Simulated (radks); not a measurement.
The caesium ion Cs+ inside a hard spherical wall (all orbitals vanish at R), configuration held at [Xe] and not refilled when levels cross. Calculated with a radial shooting solver on a logarithmic mesh with Libxc functionals: scalar-relativistic Kohn-Sham, PBEsol, spin-polarised, spherical densities, point nucleus. Eigenvalues in eV for spin up, with the zero of energy where the potential of the charges vanishes at infinity; a dash marks a level that is unbound or too diffuse for the functional's potential to be trusted. A positive occupied level is held by the wall or, in an anion where self-interaction has pushed it up, behind a barrier. The pressure on the wall is -dE/dV.

R (bohr)  E (hartree)  kinetic (hartree)    e(4p)    e(4d)    e(5s)    e(5p)  e(6s, empty)  e(5d, empty)  pressure (GPa)
free       -7783.6658           8200.629  -165.85  -79.422  -31.982  -18.685             -             -               0
15         -7783.6658           8200.629  -165.85  -79.422  -31.982  -18.685             -        -4.326        < 0.0001
10         -7783.6658           8200.629  -165.85  -79.422  -31.982  -18.685        -5.451        -4.294        < 0.0001
5          -7783.6348           8200.907  -165.04  -78.627  -31.364  -18.028         1.166        -1.771            5.81
3.5        -7783.0457           8204.393  -158.55  -72.309  -26.297  -12.007        27.472         9.055             238
2.5        -7778.7371           8222.803  -138.83  -53.412   -5.211   13.906        112.29        46.458            4020
2          -7768.1051           8262.008  -112.99  -28.249   36.104   62.773        244.68        108.37           22300
